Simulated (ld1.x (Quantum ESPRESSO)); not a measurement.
Transferability test, ultrasoft potential for germanium (Ge)

ld1.x (Quantum ESPRESSO) 7.5 input, shortened:

```
&input
   title='Ge', zed=32., rel=1, dft='PBESOL', iswitch=3,
   config='[Ar] 3d10 4s2 4p1'
 /
 &inputp
   pseudotype=3, tm=.true., lloc=-1, rcloc=0.94,
   nlcc=.false.
 /
6
4S  1  0   2.00   0.00  1.40  1.80  0.0
4S  1  0   0.00   0.80  1.40  1.80  0.0
4P  2  1   1.00   0.00  1.50  1.75  0.0
4P  2  1   0.00   4.10  1.50  1.75  0.0
3D  3  2  10.00   0.00  1.00  1.20  0.0
3D  3  2   0.00   1.30  1.00  1.20  0.0
 &test
   configts(1)='3d10 4s2 4p1'
 /
```

Energies are relative to the spin-unpolarised reference configuration 3d10 4s2 4p1; without spin polarisation the order of configurations can differ from experiment. Not all tests gave a result: test run stopped at test 5 of 7 (negative rho).

```json
{"valence configuration": "3d10 4s2 4p2", "charge": "0", "ΔE all-electron (eV)": "-7.453", "error AE − PS (meV)": "+0.6"}
{"valence configuration": "3d10 4s2 4p0", "charge": "+2", "ΔE all-electron (eV)": "15.449", "error AE − PS (meV)": "-3.4"}
{"valence configuration": "3d10 4s1 4p0", "charge": "+3", "ΔE all-electron (eV)": "50.237", "error AE − PS (meV)": "-2.1"}
```

**Question.** What are ΔE and the potential's error for 3d10 4s2 4p1.5?

**Answer.** ΔE = -4.648 eV all-electron; the error (AE − PS) is +0.4 meV.

ld1.x printed “convergence not achieved” for 4 of the counted tests; their residual had stalled under 1e-8, short of the target of 1e-14.

A Bessel basis up to 400 Ry misses an occupied level by 0.63 Ry, so cutoffs were not judged. Note: ghost state, extra bound levels that the all-electron valence spectrum of the same l lacks: s at -207.9 eV (other channels not judged).
